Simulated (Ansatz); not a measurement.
Cost against result

Saddle point of SiNH5BrF, singlet (SiNH₄F ([NH2][SiH2][F]) + HBr → SiNH₄Br ([NH2][SiH2][Br]) + HF; bonds formed: Si1–Br7, F2–H6; bonds broken: Si1–F2, H6–Br7), PBE0-D4/def2-TZVP structure:

Si1  (-0.467, 0.180, -0.102)
F2  (0.950, -0.781, -0.897)
H3  (-1.418, -0.367, -1.083)
H4  (-0.918, 1.492, 0.412)
N5  (-0.183, -0.638, 1.350)
H6  (1.239, 0.099, -1.514)
Br7  (0.910, 1.748, -1.836)
H8  (0.253, -1.539, 1.437)
H9  (-0.367, -0.194, 2.233)
(Å)

Barriers are electronic and count from the start structure reached by relaxing down the imaginary mode.

Program: Ansatz 0.2.0. Basis: as named in each row. Cores are frozen in the correlated methods. Filled d shells of the heavier atoms are correlated. The def2 sets are not built for correlating such inner shells, so the correlated values are less sure here. B3LYP uses VWN-RPA correlation. Extrapolation: Hartree–Fock as exp(−7.88 √X), correlation as X^−2.97.

Times are rough, for one single point on 4 threads of a shared host (Arm Neoverse V1).

The estimate by CCSD(T) at an estimated basis limit (MP2 extrapolated from triple and quadruple zeta, plus CCSD(T) − MP2 in triple zeta) is 37.16 kcal/mol.

```csv
method,basis,time (s),barrier (kcal/mol),method less estimate
HF,STO-3G,under 1,34.93,-2.23
PBE-D4,STO-3G,under 1,-0.25,-37.41
SPW92,def2-SVP,under 1,18.67,-18.49
PBE-D4,def2-SVP,under 1,25.89,-11.27
B3LYP-D4,6-31G,under 1,27.85,-9.31
PBE0-D4,def2-SVP,1,30.02,-7.15
SPW92,def2-TZVPP,1,21.69,-15.47
PBE-D4,def2-TZVPP,2,28.36,-8.81
BLYP-D4,def2-TZVPP,2,33.35,-3.82
B3LYP-D4,def2-TZVPP,2,36.06,-1.11
BHLYP-D4,def2-TZVPP,2,40.48,3.31
PBE0-D4,def2-TZVPP,2,32.32,-4.85
CAM-B3LYP-D4,def2-TZVPP,3,37.46,0.30
r2SCAN-D4,def2-TZVPP,4,31.84,-5.32
RPA on PBE,def2-TZVPP,4,38.64,1.48
r2SCAN0-D4,def2-TZVPP,4,34.30,-2.86
wB97M-V,def2-SVP,4,32.10,-5.06
B2PLYP,def2-TZVPP,5,37.47,0.30
CCSD(T),def2-SVP,5,39.72,2.56
PBE-QIDH,def2-TZVPP,5,35.49,-1.67
wB97X-V,def2-TZVPP,6,36.61,-0.56
B97M-V,def2-TZVPP,7,37.79,0.63
wB97M-V,def2-TZVPP,8,34.85,-2.31
MP2,def2-QZVPP,17,35.76,-1.40
CCSD(T),def2-TZVPP,120,38.51,1.35
```

All methods are single points on the PBE0-D4 structures; a negative value means that the method puts the saddle structure below the start.

No T1 diagnostic of these runs exceeds 0.010.

Labels in which every atom is bracketed show which atoms are joined, not bond orders.
